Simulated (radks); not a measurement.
Values are calculated unless marked as measured or tabulated.
The platinum ion Pt+ inside a hard spherical wall (all orbitals vanish at R), configuration held at [Xe] 4f14 5d9 and not refilled when levels cross. Code: a radial shooting solver on a logarithmic mesh with Libxc functionals. Model: scalar-relativistic Kohn-Sham, PBEsol, spin-polarised, spherical densities, finite nucleus; open shells are filled with parallel spins first (spin-orbit coupling, left out, can overturn this in heavy ions); Fermi nuclear charge, rms radius 5.427 fm. Eigenvalues in eV for spin up, with the zero of energy where the potential of the charges vanishes at infinity; a dash marks a level that is unbound or too diffuse for the functional's potential to be trusted. A positive occupied level is held by the wall or, in an anion where self-interaction has pushed it up, behind a barrier. The pressure on the wall is -dE/dV.

R (bohr)  E (hartree)  kinetic (hartree)    e(5s)    e(4f)    e(5p)    e(5d)  e(6s, empty)  e(6p, empty)  pressure (GPa)
free      -18404.2001          20513.277  -110.25  -78.374  -64.587  -14.620       -13.068        -6.663               0
15        -18404.2001          20513.277  -110.25  -78.374  -64.587  -14.620       -13.068        -6.663        < 0.0001
12        -18404.2001          20513.277  -110.25  -78.374  -64.587  -14.620       -13.068        -6.662        < 0.0001
10        -18404.2001          20513.277  -110.25  -78.374  -64.586  -14.619       -13.068        -6.649        < 0.0001
7         -18404.1995          20513.283  -110.21  -78.335  -64.549  -14.587       -13.016        -6.308          0.0512
6         -18404.1965          20513.312  -110.07  -78.191  -64.415  -14.467       -12.824        -5.666           0.431
5         -18404.1777          20513.451  -109.50  -77.589  -63.863  -13.967       -12.013        -3.821            3.81
3         -18403.2345          20518.104  -99.401  -66.445  -54.425   -4.055         6.582        24.176             511
2.5       -18401.3833          20526.246  -89.407  -54.643  -44.813    7.750        31.807        57.342            2390
2         -18394.6445          20554.282  -67.506  -28.144  -21.672   37.843        100.52        140.31           14800
1.5       -18363.1572          20672.263   -2.122   40.569   54.130   134.01        321.42        387.16          138000
